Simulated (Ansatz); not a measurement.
Start from `N#CCC(F)(F)F` and change one atom or group to get `FC(F)(F)O[SiH3]`.

Ansatz, PBE0-D4/def2-TZVP geometries, multiplicity 1. 

```tsv
property	`N#CCC(F)(F)F`
zero-point energy (PBE0-D4/def2-TZVP) / kJ/mol	135.8
HOMO energy (ωB97M-V/def2-TZVPP) / eV	-12.44
size of the dipole moment (B3LYP/def2-TZVPP) / D	3.29
size of the dipole moment (ωB97M-V/def2-TZVPP) / D	3.29
size of the dipole moment (PBE/def2-TZVPP) / D	3.24
LUMO energy (PBE/def2-TZVPP) / eV	-1.04
```

Give the same properties after the change, and the shifts. (An estimate is asked.)

The calculation gave: 
| property | `FC(F)(F)O[SiH3]` | shift |
| --- | --- | --- |
| zero-point energy (PBE0-D4/def2-TZVP) / kJ/mol | 117.2 | -18.6 |
| HOMO energy (ωB97M-V/def2-TZVPP) / eV | -12.06 | 0.38 |
| size of the dipole moment (B3LYP/def2-TZVPP) / D | 2.15 | -1.14 |
| size of the dipole moment (ωB97M-V/def2-TZVPP) / D | 2.12 | -1.17 |
| size of the dipole moment (PBE/def2-TZVPP) / D | 2.02 | -1.22 |
| LUMO energy (PBE/def2-TZVPP) / eV | -1.08 | -0.04 |

With PBE0 the HOMO rises by 0.35 eV and the LUMO falls by 0.23 eV, so the gap narrows by about 0.58 eV. PBE moves the HOMO by 0.49 eV and ωB97M-V by 0.38 eV. Dipoles are sizes alone; their direction can turn.

B3LYP here is the variant with VWN-RPA as its local correlation; programs differ in this.
